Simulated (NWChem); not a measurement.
Species: SnNH$_{2}$Br, singlet; SMILES [Br][Sn][NH2]

```xyz
5

Sn     0.3264     0.9069     0.0000
Br    -0.0079    -1.6345     0.0000
N     -1.6582     1.2949     0.0000
H     -2.3730     0.5720     0.0000
H     -2.0631     2.2266     0.0000
```
Atoms are numbered in this order, from 1.

Low-valent species are run as closed-shell singlets; no triplet was tried in these runs. Structure relaxed at the PBE0/def2-SVP level. Not confirmed as a minimum by frequencies. def2 effective core potentials on Sn; no spin-orbit coupling.

Symmetry labels are those of Cs in the frame above (b1 and b2, or b-type labels, depend on it).

Problem. List the 4 lowest vertical singlet excitations from CAM-B3LYP/def2-SVPD with def2 effective core potentials on Sn, TDA (NWChem).

Solution. 
| state | energy (eV) | oscillator strength | symmetry | leading excitation (squared amplitude) |
|---|---|---|---|---|
| S1 | 4.27 | 0.045 | a" | HOMO → LUMO (0.97) |
| S2 | 4.83 | 0.034 | a' | HOMO−1 → LUMO (0.89) |
| S3 | 4.88 | 0.015 | a" | HOMO−2 → LUMO (0.98) |
| S4 | 5.54 | 0.043 | a' | HOMO−3 → LUMO (0.80) |
